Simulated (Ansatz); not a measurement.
A structure relaxed at PBE0-D4/def2-SVP in Ansatz, charge 0, singlet:

| atom | x (Å) | y (Å) | z (Å) |
| --- | --- | --- | --- |
| Cu1 | -0.925 | 0.511 | -0.507 |
| Cu2 | 0.925 | -0.511 | 0.507 |
| O3 | -0.839 | -0.803 | 0.721 |
| O4 | 0.839 | 0.803 | -0.721 |

Give its formula and point group.

Cu₂O₂. Point group D2h (tolerance 0.1 Å).

Summarise the bond lengths by kind (pairs closer than 1.2 times the sum of covalent radii, bridged metal pairs left out).

4 × Cu–O 1.80 Å.

The restricted singlet is unstable towards broken spin symmetry at other levels; at PBE0-D4/def2-SVP this wasn't settled. The structure comes from a short search, and lower isomers may exist.
